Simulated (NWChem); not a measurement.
MnO, sextet; SMILES [Mn]=[O]

```xyz
2

Mn     0.0000     0.0000    -0.3984
O      0.0000     0.0000     1.2258
```
Atoms are numbered in this order, from 1.

Structure relaxed at the PBE0-D3(BJ)/def2-TZVP, spin-unrestricted level. No stability test was run on the SCF state.

### Question
List the 4 lowest vertical excitations from LRC-wPBEh/def2-SVPD, spin-unrestricted, TDA (NWChem).

### Answer
```csv
state,energy (eV),oscillator strength,<S²>
state 1,1.61,0.004,9.15
state 2,1.61,0.004,9.15
state 3,2.35,0.080,9.02
state 4,3.77,0.001,8.89
```
